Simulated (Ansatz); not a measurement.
Ge₃F₃⁻, 6 atoms. Hardware: 4 threads of Arm Neoverse V1 on a shared host.

Correlated methods freeze 30 core orbitals; core or outer-core shells of Ge are correlated, in sets that lack core-valence functions.

Question: How many basis functions does each of these Ansatz runs have, and roughly what does it cost? HF/STO-3G, charge -1 singlet, energy; CCSD(T)/def2-SVPD, charge -1 singlet, energy, from earlier orbitals; PBE-QIDH/def2-TZVPD, charge -1 singlet, energy, from earlier orbitals; r2SCAN-D4/def2-TZVPD, charge -1 singlet, energy, from earlier orbitals; r2SCAN-D4/def2-SVPD, charge -1 singlet, relaxation, 24 steps; PBE-D4/def2-TZVPD, charge -1 triplet at the geometry of the charge -1 singlet, energy, from earlier orbitals; PBE0-D4/def2-TZVPD, charge -1 triplet at the geometry of the charge -1 singlet, energy; PBE-D4/def2-TZVPD, charge 0 doublet at the geometry of the charge -1 singlet, energy, from earlier orbitals; PBE0-D4/def2-SVPD, charge -1 singlet, energy, from earlier orbitals; r2SCAN-D4/def2-TZVPD, charge -1 triplet at the geometry of the charge -1 singlet, energy, from earlier orbitals; PBE-D4/def2-SVPD, charge -1 singlet, energy, from earlier orbitals; PBE0-D4/def2-TZVPD, charge -1 singlet, energy and forces, from earlier orbitals.

Answer: Other jobs shared the machine, so times can vary by a factor of up to 3. A dash marks memory too small to be measured apart from the calling script's.

```json
{"run": "HF/STO-3G, charge -1 singlet, energy", "functions": "69", "fitting or Cholesky vectors": "755", "wall time": "0.45 s", "peak host memory (GiB)": "–"}
{"run": "PBE-D4/def2-SVPD, charge -1 singlet, energy, from earlier orbitals", "functions": "183", "fitting or Cholesky vectors": "1782", "wall time": "2.5 s", "peak host memory (GiB)": "–"}
{"run": "PBE0-D4/def2-SVPD, charge -1 singlet, energy, from earlier orbitals", "functions": "183", "fitting or Cholesky vectors": "1770", "wall time": "4.7 s", "peak host memory (GiB)": "0.62"}
{"run": "r2SCAN-D4/def2-TZVPD, charge -1 singlet, energy, from earlier orbitals", "functions": "282", "fitting or Cholesky vectors": "1710", "wall time": "8.5 s", "peak host memory (GiB)": "0.58"}
{"run": "PBE0-D4/def2-TZVPD, charge -1 singlet, energy and forces, from earlier orbitals", "functions": "282", "fitting or Cholesky vectors": "1869", "wall time": "14 s", "peak host memory (GiB)": "1.4"}
{"run": "PBE-QIDH/def2-TZVPD, charge -1 singlet, energy, from earlier orbitals", "functions": "282", "fitting or Cholesky vectors": "1807", "wall time": "15 s", "peak host memory (GiB)": "1.1"}
{"run": "PBE-D4/def2-TZVPD, charge -1 triplet at the geometry of the charge -1 singlet, energy, from earlier orbitals", "functions": "282", "fitting or Cholesky vectors": "1710", "wall time": "21 s", "peak host memory (GiB)": "1.2"}
{"run": "PBE-D4/def2-TZVPD, charge 0 doublet at the geometry of the charge -1 singlet, energy, from earlier orbitals", "functions": "282", "fitting or Cholesky vectors": "1710", "wall time": "22 s", "peak host memory (GiB)": "1.2"}
{"run": "PBE0-D4/def2-TZVPD, charge -1 triplet at the geometry of the charge -1 singlet, energy", "functions": "282", "fitting or Cholesky vectors": "1807", "wall time": "38 s", "peak host memory (GiB)": "1.7"}
{"run": "r2SCAN-D4/def2-TZVPD, charge -1 triplet at the geometry of the charge -1 singlet, energy, from earlier orbitals", "functions": "282", "fitting or Cholesky vectors": "1710", "wall time": "52 s", "peak host memory (GiB)": "1.3"}
{"run": "r2SCAN-D4/def2-SVPD, charge -1 singlet, relaxation, 24 steps", "functions": "183", "fitting or Cholesky vectors": "1782", "wall time": "94 s", "peak host memory (GiB)": "–"}
{"run": "CCSD(T)/def2-SVPD, charge -1 singlet, energy, from earlier orbitals", "functions": "183", "fitting or Cholesky vectors": "1770", "wall time": "2.4 min", "peak host memory (GiB)": "2.4"}
```
